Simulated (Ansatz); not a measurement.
`[CH3][GeH2][CH3]` + HBr → `[CH3][GeH2][Br]` + CH₄ at 400 K and 1 bar (ligand exchange at a Ge–C bond).

Program: Ansatz. Geometries: PBE0-D4/def2-TZVP. ΔE: electronic, gas phase. CCSD(T)/CBS adds triple-zeta CCSD(T) − MP2 to the extrapolated MP2 energy (def2 sets, frozen cores). This one scheme is used for every species. For Br, Ge outer-core shells are correlated without core-valence functions, which leaves a few kJ/mol of doubt a bond. Scalar relativity is left out up to krypton.

```
           species  CCSD(T)/CBS energy (Eh)  H − E (kJ/mol)  S (J/(mol·K))
`[CH3][GeH2][CH3]`              -2157.04003           262.0          344.2
               HBr              -2573.91920            27.6          207.2
 `[CH3][GeH2][Br]`              -4690.53762           166.1          350.8
               CH₄                -40.46206           131.3          197.2
```

H − E and S are ideal-gas, rigid-rotor, harmonic terms from PBE0-D4/def2-TZVP. 1 Eh = 2625.50 kJ/mol, R = 8.31446 J/(mol·K).

By hand: ΔE, ΔH, ΔS and ΔG.

ΔE = (-4690.53762) + (-40.46206) − (-2157.04003) − (-2573.91920) = -0.04045 Eh = -106.2 kJ/mol. Δ(H − E) = 166.1 + 131.3 − 262.0 − 27.6 = 7.8, so ΔH = -98.4 kJ/mol. ΔS = 350.8 + 197.2 − 344.2 − 207.2 = -3.4 J/(mol·K). ΔG = -98.4 − 400 × (-3.4)/1000 = -97.0 kJ/mol.

By hand: the equilibrium constant, and the temperature at which ΔG would vanish if ΔH and ΔS stayed fixed.

log₁₀ K = −ΔG/(RT ln 10) = 12.7. ΔG = 0 at ΔH/ΔS = 28941 K, far beyond where these terms or the molecules hold.

The number of gas molecules stays the same, so ΔS is small and ΔH decides. A doubt of 5 kJ/mol in ΔE shifts log₁₀ K by 0.7 here. These are equilibria of isolated gas molecules and say nothing of rates. Largest T1 diagnostic: 0.010 (customary marks: 0.02 for closed shells, 0.045 for open ones).
